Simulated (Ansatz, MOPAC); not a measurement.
Isomers of C2H6FGa: 1 is [CH3][Ga]([CH3])[F], 2 is [GaH]([F])[CH2]C; one conformer of each (the lowest of an xTB search), B3LYP-D3(BJ)/def2-TZVP minima.
Isomer 1 (charge 0, multiplicity 1, Z-matrix in Å and degrees):
```
Ga
F 1 1.7867
C 1 1.9659 2 111.99
H 3 1.0893 1 112.30 2 179.93
H 3 1.0912 4 109.11 1 -121.35
H 3 1.0912 4 109.12 5 -117.30
C 1 1.9659 2 111.99 3 -179.94
H 7 1.0893 1 112.30 2 -178.64
H 7 1.0911 8 109.16 1 -121.41
H 7 1.0913 8 109.07 9 -117.30
```
Isomer 2 (charge 0, multiplicity 1, Z-matrix in Å and degrees):
```
C
H 1 1.0945
H 1 1.0945 2 105.35
C 1 1.5311 2 111.10 3 -120.40
H 4 1.0906 1 111.59 2 -61.80
H 4 1.0906 5 106.85 1 122.24
H 4 1.0929 5 107.74 6 115.54
Ga 1 1.9738 2 107.05 3 113.70
F 8 1.7806 1 113.81 2 123.77
H 8 1.5625 9 112.15 1 -179.99
```

No zero-point or thermal terms.

Frozen-core correlation. Filled d and f shells under p-block atoms count as core. The state that AM1 reach isn't checked.

Run with Ansatz (Gaussian basis) for Hartree–Fock, density functionals and correlated methods; MOPAC for AM1 (differences of heats of formation). Values without a source in brackets are computed.

**Question.** One of these levels gives 1.30 kcal/mol for the electronic energy of isomer 2 less that of isomer 1. Which one is it?
(A) AM1
(B) CCSD/cc-pVDZ
(C) PBE/def2-TZVPP

**Answer.** A, AM1. The others give 12.93 (PBE/def2-TZVPP), 10.63 (CCSD/cc-pVDZ)

Ansatz is a program for electronic structure.
